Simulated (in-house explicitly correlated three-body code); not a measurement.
Values are calculated unless marked as measured or tabulated.
## Two electrons around a charge Z: the exact Kohn-Sham energy parts

The exact non-relativistic ground state comes from a variational code in 260 exponentially correlated functions, the Kohn-Sham parts from inverting its density (past Z = 6 the correlation energy is taken as exact minus Hartree-Fock, equal to within microhartrees), and self-consistent runs (Hartree-Fock is restricted) from a B-spline radial code. Z may be fractional; the second electron is bound down to Z = 0.911.

E_c tends to a constant and T_c to −E_c as Z grows.

| Z | E (Eh) | E_x (Eh) | E_c (mEh) | T_c (mEh) | −T_c/E_c | binding (eV) |
| --- | --- | --- | --- | --- | --- | --- |
| 0.915 | -0.419604 | -0.30401 | -48.12 | 25.41 | 0.528 | 0.02697 |
| 1.025 | ? | ? | ? | ? | ? | ? |
| 1.245 | -0.924219 | -0.54673 | -40.48 | 31.29 | 0.773 | 4.06 |
| 1.4 | ? | ? | ? | ? | ? | ? |
| 1.62 | -1.764925 | -0.78550 | -41.27 | 34.51 | 0.836 | 12.32 |
| 1.8 | -2.268375 | -0.89890 | -41.69 | 35.62 | 0.854 | 17.64 |
| 2.12 | -3.323313 | -1.09987 | -42.33 | 37.17 | 0.878 | 29.28 |
| 2.44 | -4.582945 | -1.30045 | -42.85 | 38.34 | 0.895 | 43.71 |
| 2.7 | -5.757134 | -1.46328 | -43.19 | 39.11 | 0.905 | 57.47 |
| 3.2 | -8.395074 | -1.77621 | -43.70 | 40.24 | 0.921 | 89.12 |
| 3.72 | -11.668816 | -2.10151 | -44.10 | 41.11 | 0.932 | 129.2 |
| 4.1 | -14.403115 | -2.33917 | -44.33 | 41.61 | 0.939 | 163.2 |

Task: What belongs in the row Z = 1.025?

Result: E (Eh): -0.562573; E_x (Eh): -0.39921; E_c (mEh): -41.48; T_c (mEh): 28.34; −T_c/E_c: 0.683; binding (eV): 1.014.

Task: What belongs in the row Z = 1.4?

Result: E (Eh): -1.237577; E_x (Eh): -0.64612; E_c (mEh): -40.74; T_c (mEh): 32.80; −T_c/E_c: 0.805; binding (eV): 7.009.

Task: Where is correlation strongest relative to exchange?

Result: E_c/E_x falls from 0.158 at Z = 0.915 to 0.0190 at Z = 4.1, since exchange grows as Z while correlation stays near −0.045 hartree. The smaller −T_c/E_c at low Z marks the more static, in-out correlation of a loosely bound pair.
